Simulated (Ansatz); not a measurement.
Abstraction of Cl: C3H5Cl + InH2 → C3H5 + InH2Cl

Species: C3H5Cl (2-chloropropene) `C=C(C)Cl`, singlet; InH2 `[InH2]`, doublet; C3H5 `C=[C]C`, doublet; InH2Cl `[Cl][InH2]`, singlet. A radical takes Cl: the energy is the difference in strength between the C–Cl bond broken and the In–Cl bond made.

Shapes, held fixed at every level: PBE0-D4/def2-TZVP. Programs: Ansatz 0.2.0. The zero-point and thermal change to 298 K, harmonic and unscaled (PBE0-D4/def2-TZVP), is -3.1 kJ/mol.

```csv
level,kind,ΔH(298 K) (kJ/mol)
HF/def2-SVP,Hartree–Fock,-70.6
HF/def2-TZVPP,Hartree–Fock,-68.9
SPW92/def2-TZVPP,LDA,+5.8
B3LYP-D4/def2-TZVPP,global hybrid,-20.0
PBE0-D4/def2-TZVPP,global hybrid,-18.3
wB97X-V/def2-TZVPP,range-separated hybrid,-25.5
B2PLYP/def2-TZVPP,double hybrid,-22.8
```

B2PLYP/def2-TZVPP gives ΔH(298 K) = -22.8 kJ/mol; the levels span -70.6 to +5.8. They disagree on the sign: 1 of 7 are positive. The median of the levels is -22.8. No measured value is set beside it here. Spin contamination: C3H5 (⟨S²⟩ up to 0.91). Open shells run unrestricted. For atoms past krypton def2 sets carry core potentials with scalar relativity. Outer-core shells of In are correlated, in sets that cover them unevenly.
